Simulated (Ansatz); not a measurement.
A search over several starts for the lowest SCF solution of the cluster Cu2O⁻ at the given spin, in a small basis.

```yaml
crystal:
  periodic: [false, false, false]
  atoms:
    - {symbol: Cu, position_ang: [0.213332, 0.109713, 1.293936]}
    - {symbol: Cu, position_ang: [-0.050960, -0.896171, -0.962345]}
    - {symbol: O, position_ang: [-0.162362, 0.786456, -0.331600]}
basis:
  gaussian: {orbitals: def2-SVP, initial_orbitals: start.molden}
total_charge: -1
magnetization: {spin_polarized: true, initial_magnetization: 3}
hamiltonian: {xc: pbe0, dispersion: d4}
output: {orbitals: {seedname: orbitals}}
```

The file start.molden holds the orbitals of an earlier run on this structure, at another level or in another basis.

```sh
$ ansatz run in.yaml --threads 4 --pin off --events-out ev --progress --plain --max-ram 3916MiB
```

Shortened log:

```
Functional definition: PBE0
821 factors; integrals over basis functions are off by at most 9.1e-4 eV
mean field evaluation 1: about -91295.9937 eV, gradient 1.3e1 eV
mean field evaluation 2: about -91296.6765 eV, gradient 7.8e-1 eV
mean field evaluation 4: about -91296.8259 eV, gradient 6.5e-2 eV
mean field evaluation 8: about -91296.8259 eV, gradient 2.7e-5 eV
mean field evaluation 16: about -91296.8265 eV, gradient 2.6e-1 eV
mean field evaluation 32: about -91296.8810 eV, gradient 2.4e-3 eV
mean field evaluation 64: about -91296.8259 eV, gradient 2.2e-4 eV
mean field -91296.88102816 eV, -3355.0984945364 hartree, gradient 5.8e-6 eV, S^2 3.768602; 7 other end points of the search recorded, 0 dependent functions left out
reference -91296.88105669 eV, -3355.0984955848 hartree; 35, 32 occupied and 41, 44 virtual orbitals, 821 factors
Total energy: -91296.94040947 eV, -3355.1006767592 hartree
```

Run time 7.5 s (4 threads of Arm Neoverse V2 on a shared host).

Other converged states that the search met: 0.06 eV higher (⟨S²⟩ = 3.77).

The highest occupied level of the charge -1 quartet lies above zero (up to 0.86 eV). It is a level of α spin, whose loss leaves a triplet; that state wasn't run at this geometry and level. The electron is either unbound and held by the finite basis, or the level is raised by self-interaction error. At PBE0-D4/def2-TZVPD a doublet of charge -1 lies 1.08 eV below the quartet, each at its own geometry. The structure comes from a short search, and lower isomers may exist.
